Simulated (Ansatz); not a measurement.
`O=C[NH][GeH3]` + H₂Se → `[GeH3][SeH]` + `NC=O` at 298.15 K and 1 bar (ligand exchange at a Ge–N bond).

Calculated with Ansatz (gas phase, PBE0-D4/def2-TZVP geometries, no zero-point term in ΔE). CCSD(T)/CBS is the MP2 limit (def2-TZVPP, def2-QZVPP) plus CCSD(T) − MP2 in def2-TZVPP, frozen cores. This one scheme is used for every species. For Ge, Se outer-core shells are correlated without core-valence functions, which leaves a few kJ/mol of doubt a bond. Scalar relativity is left out up to krypton. One conformer a species, not always the lowest.

```json
{"species": "`O=C[NH][GeH3]`", "CCSD(T)/CBS energy (Eh)": "-2247.05298", "H − E (kJ/mol)": "174.2", "S (J/(mol·K))": "318.7"}
{"species": "H₂Se", "CCSD(T)/CBS energy (Eh)": "-2401.89790", "H − E (kJ/mol)": "45.8", "S (J/(mol·K))": "219.1"}
{"species": "`[GeH3][SeH]`", "CCSD(T)/CBS energy (Eh)": "-4479.23116", "H − E (kJ/mol)": "96.5", "S (J/(mol·K))": "300.6"}
{"species": "`NC=O`", "CCSD(T)/CBS energy (Eh)": "-169.73435", "H − E (kJ/mol)": "132.2", "S (J/(mol·K))": "256.9"}
```

H − E and S are ideal-gas, rigid-rotor, harmonic terms from PBE0-D4/def2-TZVP, for one conformer and one mirror image of each species. 1 Eh = 2625.50 kJ/mol, R = 8.31446 J/(mol·K).

Q: By hand: ΔE, ΔH, ΔS and ΔG.

A: ΔE = (-4479.23116) + (-169.73435) − (-2247.05298) − (-2401.89790) = -0.01463 Eh = -38.4 kJ/mol. Δ(H − E) = 96.5 + 132.2 − 174.2 − 45.8 = 8.7, so ΔH = -29.7 kJ/mol. ΔS = 300.6 + 256.9 − 318.7 − 219.1 = 19.7 J/(mol·K). ΔG = -29.7 − 298.15 × (19.7)/1000 = -35.6 kJ/mol.

Q: By hand: the equilibrium constant, and the temperature at which ΔG would vanish if ΔH and ΔS stayed fixed.

A: log₁₀ K = −ΔG/(RT ln 10) = 6.2. ΔH and −TΔS have one sign here, so there is no such temperature.

ΔH outweighs TΔS. A doubt of 5 kJ/mol in ΔE shifts log₁₀ K by 0.9 here. Other conformers and mirror images would add mixing entropy, several J/(mol·K) or more a flexible species. These are equilibria of isolated gas molecules and say nothing of rates. Largest T1 diagnostic: 0.016 (customary marks: 0.02 for closed shells, 0.045 for open ones).
